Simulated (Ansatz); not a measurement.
Program: Ansatz. Geometries: PBE0-D4/def2-TZVP. ΔE: electronic, gas phase. CCSD(T)/CBS adds triple-zeta CCSD(T) − MP2 to the extrapolated MP2 energy (def2 sets, frozen cores). This one scheme is used for every species. Functionals use def2-TZVPP. B3LYP here is the variant with VWN-RPA as its local correlation; programs differ in this. One conformer a species, not always the lowest.

`C[Si](N)(O)O[SiH3]` + H₂ → `C[SiH](N)O[SiH3]` + H₂O  (hydrogenolysis of the Si–O bond)

```json
{"level": "r2SCAN-D4", "ΔE (kJ/mol)": "105.7", "difference from CCSD(T)/CBS": "7.4"}
{"level": "PBE0-D4", "ΔE (kJ/mol)": "93.9", "difference from CCSD(T)/CBS": "-4.4"}
{"level": "B3LYP-D4", "ΔE (kJ/mol)": "100.4", "difference from CCSD(T)/CBS": "2.1"}
{"level": "ωB97M-V", "ΔE (kJ/mol)": "101.3", "difference from CCSD(T)/CBS": "3.0"}
{"level": "B2PLYP", "ΔE (kJ/mol)": "98.0", "difference from CCSD(T)/CBS": "-0.3"}
{"level": "PBE", "ΔE (kJ/mol)": "88.8", "difference from CCSD(T)/CBS": "-9.5"}
{"level": "PBE0", "ΔE (kJ/mol)": "89.8", "difference from CCSD(T)/CBS": "-8.5"}
{"level": "MP2/def2-TZVPP", "ΔE (kJ/mol)": "103.5", "difference from CCSD(T)/CBS": "5.2"}
{"level": "SCS-MP2/def2-TZVPP", "ΔE (kJ/mol)": "100.0", "difference from CCSD(T)/CBS": "1.7"}
{"level": "CCSD/def2-TZVPP", "ΔE (kJ/mol)": "96.9", "difference from CCSD(T)/CBS": "-1.4"}
{"level": "CCSD(T)/def2-TZVPP", "ΔE (kJ/mol)": "99.3", "difference from CCSD(T)/CBS": "1.0"}
{"level": "HF/def2-QZVPP", "ΔE (kJ/mol)": "93.0", "difference from CCSD(T)/CBS": "-5.3"}
{"level": "MP2/def2-QZVPP", "ΔE (kJ/mol)": "103.0", "difference from CCSD(T)/CBS": "4.7"}
{"level": "SCS-MP2/def2-QZVPP", "ΔE (kJ/mol)": "99.7", "difference from CCSD(T)/CBS": "1.4"}
{"level": "MP2/CBS(def2)", "ΔE (kJ/mol)": "102.5", "difference from CCSD(T)/CBS": "4.2"}
{"level": "CCSD/CBS(def2)", "ΔE (kJ/mol)": "96.0", "difference from CCSD(T)/CBS": "-2.3"}
{"level": "CCSD(T)/CBS", "ΔE (kJ/mol)": "98.3", "difference from CCSD(T)/CBS": "0"}
```

Largest T1 diagnostic among the species: 0.011.

The D4 term adds +7.6 kJ/mol with B3LYP and +4.1 kJ/mol with PBE0; it sums over pairs of atoms, weighted by their polarisabilities, and B3LYP, whose exchange is more repulsive, gets the larger term. In def2-TZVPP, CCSD(T) changes the Hartree–Fock value by +6.4 kJ/mol (the triples alone add +2.4 kJ/mol) and MP2 by +10.6 kJ/mol.
